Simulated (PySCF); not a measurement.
FGeH5SSi, SMILES [GeH3][S][SiH2]F.

Geometry: ωB97X-D3(BJ)/def2-SVP. This is a generated structure with no PubChem entry under its InChIKey; it may be hypothetical. One conformer was computed; it need not be the lowest.

These are M06-2X/def2-TZVP in PySCF values and carry that method's errors.

Question: Estimate the frontier levels, gap, dipole moment and polarisability. (An estimate is asked for; the answer gives what the named calculation found.)

Answer: 
```json
{
 "highest_occupied_level": "-8.82 eV",
 "lowest_empty_level": "0.47 eV",
 "orbital_gap": "9.29 eV",
 "dipole_moment": "1.11 D",
 "quadrupole, principal values (traceless, Buckingham form, about the centre of nuclear charge)": "-6.71, -0.88, 7.59 D·Å",
 "mean_static_polarisability": "73.1 bohr³ (10.83 Å³)",
 "polarisability_principal_values": "59.8, 69.8, 89.6 bohr³"
}
```
